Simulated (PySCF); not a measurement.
Computed shifts of a molecule CH13NSi4, PBE/pcSseg-1 (PySCF), GIAO, gas phase, atoms alike by connectivity averaged where their shifts nearly agree, in ppm (number of nuclei): ¹⁵N: 23.6 (1). ²⁹Si: -18.1 (1), -72.2 (1), -113.4 (1), -123.5 (1). ¹³C: -2.9 (1). ¹H: 5.41 (1), 4.39 (3), 3.80 (3), 3.62 (1), 3.51 (1), 0.64 (1), 0.60 (1), 0.26 (1), 0.02 (1). References: ¹⁵N against NH3 (σ = 267.0 ppm); ²⁹Si against TMS (σ = 335.4 ppm); ¹³C against TMS (σ = 182.0 ppm); ¹H against TMS (σ = 31.49 ppm), references at their B3LYP-D3(BJ)/def2-TZVP geometries, non-relativistic. Geometry: ωB97X-D3(BJ)/def2-SVP. The values are those of a single conformer.

Task: Which structure fits?
A. N[Si@@H](C[SiH3])[SiH2][SiH3]
B. C[SiH2][SiH2][Si@H](N)[SiH3]
C. CN[SiH2][SiH]([SiH3])[SiH3]
D. [SiH3]C[Si@H]([SiH3])N[SiH3]

Result: A, N[Si@@H](C[SiH3])[SiH2][SiH3]
